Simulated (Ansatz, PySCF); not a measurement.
germylsilane anion (GeH6Si), SMILES [SiH3][GeH3] (connectivity only; charge and spin as stated), charge -1, multiplicity 2. Atoms are numbered in the order given.

```xyz
8

Si    -1.5663     0.6096     0.2754
Ge     0.9137    -0.1740     0.0237
H     -2.2353    -0.7229     0.5628
H     -2.6100     1.5651     0.9446
H     -1.9166     0.8477    -1.1827
H      1.8471    -1.2422    -0.7681
H      1.7123     1.1460    -0.2854
H      1.3850    -0.4612     1.4971
```
Charge -1, spin multiplicity 2.

The structure is a stationary point at PBE0-D3(BJ)/def2-SVPD. The spin state was assumed, not searched.

Two levels are set side by side: PBE-D3(BJ)/def2-SVPD (Ansatz, an electronic-structure program) and PBE0-D3(BJ)/def2-SVPD (Ansatz). Each level has its own optimised geometry; the coordinates shown are those of the second. Frequencies come from the Hessian of PySCF at each geometry. Differences are taken from unrounded values.

| quantity | PBE0-D3(BJ) |
|---|---|
| mean bond length (Å) | 1.712 |
| bond Si1–Ge2 (Å) | 2.613 |
| bond Si1–H3 (Å) | 1.518 |
| bond Si1–H4 (Å) | 1.565 |
| bond Si1–H5 (Å) | 1.518 |
| bond Ge2–H6 (Å) | 1.625 |
| bond Ge2–H7 (Å) | 1.573 |
| bond Ge2–H8 (Å) | 1.573 |
| highest harmonic wavenumber (cm⁻¹) | 2080 |
| mean harmonic wavenumber (cm⁻¹) | 1032 |
| zero-point energy (kcal/mol) | 26.54 |

What does PBE-D3(BJ) give, and how far is it from PBE0-D3(BJ)? (The exact figures need the calculation; the answer reports its results.)


```
quantity                            PBE-D3(BJ)  PBE-D3(BJ) minus PBE0-D3(BJ)
----------------------------------  ----------  ----------------------------
mean bond length (Å)                     1.727                         0.015
bond Si1–Ge2 (Å)                         2.637                         0.024
bond Si1–H3 (Å)                          1.529                         0.011
bond Si1–H4 (Å)                          1.577                         0.012
bond Si1–H5 (Å)                          1.529                         0.011
bond Ge2–H6 (Å)                          1.642                         0.018
bond Ge2–H7 (Å)                          1.588                         0.014
bond Ge2–H8 (Å)                          1.588                         0.014
highest harmonic wavenumber (cm⁻¹)        2014                           -67
mean harmonic wavenumber (cm⁻¹)            988                           -44
zero-point energy (kcal/mol)             25.41                         -1.13
```

Exact exchange shortens and stiffens bonds; PBE has none. Differences between two approximate levels are no errors against the true value.
